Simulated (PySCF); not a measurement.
**Electric field gradients and quadrupole coupling constants**

Compound: C₃H₉FO₂Si₂.
SMILES with atom numbers: `[O:1]=[C:2]([OH:3])[Si@@H:4]([SiH3:5])[CH2:6][CH2:7][F:8]` (hydrogens: H9 on O3; H10 on Si4; H11, H12, H13 on Si5; H14, H15 on C6; H16, H17 on C7)

Geometry (GFN2-xTB, Å), atoms numbered from 1 in this order:
```xyz
17
C3H9FO2Si2 angstrom
O      1.639   -0.986   -1.530
C      1.776   -0.469   -0.448
O      2.965   -0.011   -0.031
Si     0.398   -0.110    0.844
Si    -0.122    2.154    0.791
C     -1.046   -1.266    0.339
C     -1.604   -0.902   -1.024
F     -2.044    0.409   -1.024
H      3.653   -0.171   -0.702
H      0.943   -0.656    2.100
H     -0.048    2.724   -0.556
H     -1.463    2.397    1.325
H      0.821    2.902    1.631
H     -0.720   -2.305    0.293
H     -1.848   -1.211    1.077
H     -0.836   -0.974   -1.798
H     -2.471   -1.514   -1.298
```

Field gradients from the PBE0/pcSseg-1 density (PySCF, non-relativistic), principal values in atomic units, ordered |Vxx| ≤ |Vyy| ≤ |Vzz|:

| atom | Vxx | Vyy | Vzz |
| --- | --- | --- | --- |
| O1 | 0.5810 | 0.9607 | -1.5417 |
| O3 | -0.4888 | -1.1243 | 1.6131 |

Q: Find the asymmetry η = (Vxx − Vyy)/Vzz and the couplings χ = eQV/h (234.96 MHz × Q in barn × V in au), with Q(17O) = −0.0256 b.

A: 
| atom | environment | nucleus | η | χzz (MHz) | χxx (MHz) | χyy (MHz) |
| --- | --- | --- | --- | --- | --- | --- |
| O1 | acid carbonyl oxygen | 17O | 0.25 | 9.27 | -3.50 | -5.78 |
| O3 | acid hydroxyl oxygen | 17O | 0.39 | -9.70 | 2.94 | 6.76 |

Q: What is Vzz at O3 in SI units (1 au = 9.71736 × 10²¹ V/m²)?

A: 1.6131 au = 15.675 × 10²¹ V/m².

Q: What couplings would deuterons (Q(2H) = 0.00286 b) have in place of the hydrogens, at this geometry?

A: 
```csv
atom,bonded to,bond length (Å),Vzz (au),η,χzz (kHz)
H9,O3,0.974,0.4255,0.09,286
H10,Si4,1.473,0.1564,0.02,105
H11,Si5,1.464,0.1638,0.02,110
H12,Si5,1.464,0.1645,0.02,111
H13,Si5,1.468,0.1604,0.00,108
H14,C6,1.090,0.3131,0.03,210
H15,C6,1.091,0.3109,0.02,209
H16,C7,1.093,0.2797,0.07,188
H17,C7,1.095,0.2888,0.08,194
```

The structure is a single GFN2-xTB conformer in the gas phase; no vibrational or solvent corrections. GFN2-xTB bond lengths can be off by several hundredths of an ångström, more for odd bonds, and the gradients follow them. The small basis limits the accuracy of the gradients.
